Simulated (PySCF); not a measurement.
PySCF 2.14 output of an unrestricted B3LYP calculation on a single atom or ion in cc-pVDZ-DK (6s5p3d1f, 43 functions), with scalar relativity by spin-free X2C-1e:

```
SCF conv_tol = 1e-09
number electrons alpha = 15  beta = 13
    P. J. Stephens, F. J. Devlin, C. F. Chabalowski, and M. J. Frisch.,  J. Phys. Chem. 98, 11623 (1994)
cycle= 1 E= -1520.61379007671  delta_E= -0.00941  |g|= 0.139  |ddm|= 0.23
cycle= 2 E= -1520.60647714222  delta_E= 0.00731  |g|= 0.236  |ddm|= 0.229
cycle= 3 E= -1520.6173283371  delta_E= -0.0109  |g|= 0.00526  |ddm|= 0.141
cycle= 4 E= -1520.61733379112  delta_E= -5.45e-06  |g|= 0.000383  |ddm|= 0.00403
cycle= 5 E= -1520.61733382762  delta_E= -3.65e-08  |g|= 1.62e-05  |ddm|= 0.00024
cycle= 6 E= -1520.61733382785  delta_E= -2.32e-10  |g|= 1.4e-06  |ddm|= 3.79e-05
converged SCF energy = -1520.61733382785  <S^2> = 2.00259  2S+1 = 3.0017262
```

The run itself started from symmetry-adapted Hartree-Fock orbitals and held the occupation by maximum overlap, on a logarithmic radial grid, so the iterations belong to that start.

Problem. Which element, charge and spin multiplicity is this?

Solution. Ni (nickel, neutral), multiplicity 3; the state was [Ar] 3d8 4s2, high-spin 3F determinant.
